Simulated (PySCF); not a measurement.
## Frontier orbitals and the lowest excitations

C6H7NS2Si.
Numbering: `[SiH3:1][NH:2][c:3]1[cH:4][c:5]2[s:6][cH:7][cH:8][c:9]2[s:10]1` (hydrogens: H11, H12, H13 on Si1; H14 on N2; H15 on C4; H16 on C7; H17 on C8)

Structure used (PBE0-D3(BJ)/def2-SVP), in Å, numbered top down from 1:
```
atom  x, y, z in Å
Si1    3.7572    0.9497   -0.4039
N2     2.5855   -0.1531    0.2914
C3     1.2118   -0.0913    0.2191
C4     0.2877   -0.9461    0.7754
C5    -1.0395   -0.5329    0.4692
S6    -2.6184   -1.1294    0.8334
C7    -3.3607    0.1625   -0.0543
C8    -2.4508    1.0212   -0.6114
C9    -1.1233    0.6179   -0.3072
S10    0.4624    1.2183   -0.6796
H11    5.0810    0.3998    0.0011
H12    3.5811    2.3363    0.1224
H13    3.6389    0.9973   -1.8917
H14    2.9283   -0.9334    0.8390
H15    0.5589   -1.8176    1.3706
H16   -4.4467    0.2144   -0.1142
H17   -2.7255    1.8927   -1.2055
```

Computed with TDDFT B3LYP/def2-SVPD, vertical, gas phase, core orbitals frozen in the response in PySCF 2.14.0, density-fitted response routines.

Frontier orbitals with the atoms that hold most of them (Löwdin shares over 4%, at most four atoms; ? is withheld):

```tsv
orbital	ε (eV)	atoms
HOMO-3	-8.26	S10 26%, N2 17%, S6 16%, C9 12%
HOMO-2	-7.57	C5 18%, C8 17%, C4 15%, C7 13%
HOMO-1	-6.34	?
HOMO	-5.35	?
LUMO	?	C7 17%, C3 15%, S6 14%, C5 11%
LUMO+1	-0.50	S10 24%, Si1 22%, N2 8%, C9 7%
LUMO+2	-0.01	S10 23%, Si1 21%, H14 10%, C3 7%
```

Give the leading atoms of the HOMO.

N2 (bonded to C, Si and H) 16%; C7 (bonded to C, S and H) 15%; C4 (bonded to 2 C and H) 15%; C3 (bonded to C, N and S) 14%. By element: carbon 44% or more, nitrogen 16%.

Give the leading atoms of the HOMO-1.

S6 (bonded to 2 C) 29%; S10 (bonded to 2 C) 28%; C9 (bonded to 2 C and S) 10%; C8 (bonded to 2 C and H) 9%. By element: sulfur 57%, carbon 19% or more.

What is the LUMO energy, and the HOMO–LUMO gap?

ε(LUMO) = -0.69 eV; the gap is 4.65 eV (0.1710 hartree).

The HOMO–LUMO gap is 4.65 eV. Where does the response calculation put the lowest singlet, and from which orbitals?

S1 is at 3.95 eV (f = 0.0006), 0.70 eV below the gap, made of HOMO→LUMO+1 (98%). Its leading pair isn't HOMO and LUMO; the energies of that pair differ by 4.85 eV. Without the coupling terms of the response equations the lowest excitation would equal the gap.

One configuration dominates each of S1, S2, S5 and S7. Which, and how do the shares of the two leading atoms of either orbital change from the occupied to the empty one?

- S1 (3.95 eV, f 0.0006), HOMO→LUMO+1 (98%): N2 16% → 8%, C7 15% → at most 7%, S10 at most 14% → 24%, Si1 at most 14% → 22%
- S2 (4.32 eV, f 0.388), HOMO→LUMO (97%): N2 16% → at most 11%, C7 15% → 17%, C3 14% → 15%
- S5 (4.93 eV, f 0.0001), HOMO-1→LUMO+1 (91%): S6 29% → at most 7%, S10 28% → 24%, Si1 at most 10% → 22%
- S7 (5.06 eV, f 0.061), HOMO-1→LUMO (80%): S6 29% → 14%, S10 28% → at most 11%, C7 at most 10% → 17%, C3 at most 10% → 15%

One conformer stands for the species.
